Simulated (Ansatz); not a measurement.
Input for Ansatz (an electronic-structure program): R-CCSD(T)/aug-cc-pVDZ on CHN3 (a complex), monomers drawn apart or pushed together.

Ansatz 0.2 input:
```yaml
crystal:
  periodic: [false, false, false]
  atoms:
    - {symbol: N, position_ang: [0.06391486, 0.32300396, -1.09638648]}
    - {symbol: N, position_ang: [0.03054041, 0.11817665, -0.02597587]}
    - {symbol: C, position_ang: [-0.08860230, -0.61878227, 3.78174220]}
    - {symbol: N, position_ang: [-0.12381954, -0.83715614, 4.90655089]}
    - {symbol: H, position_ang: [-0.05572830, -0.41428118, 2.73375305]}
basis:
  gaussian:
    orbitals: aug-cc-pVDZ
magnetization: {spin_polarized: false}
correlation: {method: ccsd_t, electrons: outside_noble_gas}
scf: {lower_state_search: off}
```

The head of its log:

```
WARN ansatz: RAYON_NUM_THREADS=2 ignored (pool sized by the plan → 2); use --threads N
Functional definition: HF
these checks for a lower state are left out or cut short: stability, starts, cluster_reference, orbital_swaps, neighbouring_geometries, increment
integrals: 0.13 GiB planned
1017 factors; integrals over basis functions are off by at most 9.7e-4 eV
mean field: 0.19 GiB planned
mean field evaluation 1: about -5490.4000 eV, gradient 2.9e1 eV
mean field evaluation 2: about -5490.4094 eV, gradient 2.9e1 eV
mean field evaluation 4: about -5492.5932 eV, gradient 3.4e0 eV
mean field evaluation 8: about -5492.6356 eV, gradient 1.5e-1 eV
mean field -5492.63564988 eV, -201.8506370910 hartree, gradient 2.5e-6 eV, S^2 0.000000; 0 other end points of the search recorded, 0 dependent functions left out
4 core orbitals not correlated
reference -5492.63564988 eV, -201.8506370910 hartree; 10, 10 occupied and 87, 87 virtual orbitals, 1017 factors
```

Question: Give the final energy of this run.

Answer: -202.4979 hartree (reference determinant -201.8506, T1 diagnostic 0.013).
